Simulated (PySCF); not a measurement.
Correlation energy of Al+ (aluminium, charge +1)

[Ne] 3s2, closed-shell 1S. All numbers are calculated (PySCF 2.14, the non-relativistic Hamiltonian (point nucleus), in dyall-acv3z). Frozen: [Ne]; 2 electrons correlated; the 23 highest virtual orbitals of each spin left out.

With two correlated electrons CCSD is exact within the correlated space (frozen core and kept virtual orbitals).

| level | correlation energy (mhartree) |
| --- | --- |
| CCSD | -40.21 |

Diagnostics: T1 = 0.0095, D1 = 0.0134, largest double amplitude 0.110.

Cost of the coupled-cluster step: roughly 6 core-seconds, for 2 correlated electrons.
